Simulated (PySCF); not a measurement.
H2OPb, neutral, multiplicity 1. Atoms are numbered in the order given.

```xyz
4

Pb     0.0214     0.2098     0.0000
H     -1.8566     0.2644     0.0000
O      0.1081    -1.8956     0.0000
H     -0.7641    -2.3053     0.0000
```
Charge 0, spin multiplicity 1.

Geometry: B3LYP-D3(BJ)/def2-TZVP. The def2 effective core potentials stand for the cores of Pb; spin–orbit coupling is left out.

Method: B3LYP-D3(BJ)/def2-TZVP (PySCF).

Frequencies are harmonic and unscaled.

```csv
mode,ν (cm⁻¹),IR (km/mol),Raman (Å⁴/amu),depolarisation,moving atoms (share of kinetic energy)
1,499,148.9,4.8,0.75,H 93 %
2,514,81.6,38.9,0.75,H 97 %
3,521,88.6,16.9,0.36,O 89 %
4,780,19.8,5.9,0.60,"H 91 %, O 9 %"
5,1529,587.5,247.5,0.33,H 99 %
6,3819,49.4,115.1,0.23,H 94 %
```
